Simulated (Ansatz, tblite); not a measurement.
Cost and result up the ladder for the cluster Ge3O8H4 (the lowest singlet isomer of a short search) (15 atoms). Total charge 0; singlet. Geometry: PBE-D4/def2-SVP.

```xyz
15

Ge   -0.010   -1.455   -1.916
Ge   -0.164    0.336    0.558
Ge    1.544    0.563   -1.962
O    -1.481    1.528    0.861
O     1.129    1.210   -0.334
O    -0.067    0.175   -2.751
O    -1.738    1.221    3.184
O    -2.271    0.838    1.960
O    -0.687   -1.181   -0.269
O     1.802   -1.240   -1.729
O     0.375   -0.179    2.195
H     2.594    1.429   -2.666
H    -0.947    0.612    3.242
H     0.518   -1.146    2.195
H    -0.597   -2.712   -2.568
```

Ansatz on 4 threads of Intel Xeon on a shared host; xTB runs through tblite on one thread. Times are rough, summed over both states, and most runs start from the orbitals of an earlier one. No level here is sound enough to serve as a yardstick. The other state is a doublet.

The xTB rows come from tblite. The structure holds 2 bonds between oxygen atoms, so isomers without such links may lie far lower. HOMO above LUMO, or a gap near zero within one spin, warns that the state may not be the lowest or that an electron is smeared out. The structure comes from a short search, and lower isomers may exist.

Raw xTB energies of ions are shifted by several eV.

```json
{"level": "GFN2-xTB", "functions": "63", "wall time": "0.13 s", "vertical IE (eV)": "15.34", "remarks": "–"}
{"level": "GFN1-xTB", "functions": "67", "wall time": "0.18 s", "vertical IE (eV)": "15.37", "remarks": "–"}
{"level": "PBE-D4/def2-SVP", "functions": "228", "wall time": "34 s", "vertical IE (eV)": "9.21", "remarks": "gap within one spin near zero (+1 doublet)"}
{"level": "PBE0-D4/def2-SVP", "functions": "228", "wall time": "86 s", "vertical IE (eV)": "10.23", "remarks": "restricted SCF unstable in HF (singlet)"}
```
